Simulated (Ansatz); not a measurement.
A structure relaxed at r2SCAN-D4/def2-SVP in Ansatz, charge 3, septet:

```csv
atom,x (Å),y (Å),z (Å)
Tb1,0.000,0.001,0.000
N2,-1.162,2.099,0.708
H3,-1.434,2.733,-0.058
H4,-0.621,2.714,1.334
H5,-2.046,1.969,1.222
N6,1.151,-2.107,-0.698
H7,1.473,-2.710,0.073
H8,2.003,-1.983,-1.265
H9,0.586,-2.750,-1.273
N10,0.790,1.139,-2.082
H11,0.170,1.043,-2.900
H12,1.701,0.821,-2.447
H13,0.917,2.159,-2.008
N14,-0.774,-1.155,2.078
H15,-1.029,-2.147,1.964
H16,-1.610,-0.752,2.527
H17,-0.090,-1.181,2.849
N18,-2.083,-0.721,-1.180
H19,-2.764,0.029,-1.371
H20,-2.650,-1.425,-0.683
H21,-1.948,-1.150,-2.108
N22,2.078,0.745,1.175
H23,2.798,0.018,1.300
H24,1.945,1.105,2.131
H25,2.598,1.506,0.713
```

Task: Give its formula, name or SMILES.

Result: [Tb(NH3)6]3+ (TbN6H18³⁺).

Task: Summarise the bond lengths by kind (pairs closer than 1.2 times the sum of covalent radii, bridged metal pairs left out).

Result: 6 × N–Tb 2.50 Å; 18 × H–N 1.03 Å. The metal has 6 neighbours: N 2.50 Å, N 2.50 Å, N 2.50 Å, N 2.50 Å, N 2.50 Å, N 2.50 Å.

In the def2 sets Tb takes a core potential; there is no spin–orbit coupling. With an open 4f shell the SCF may have ended on a state above the lowest.
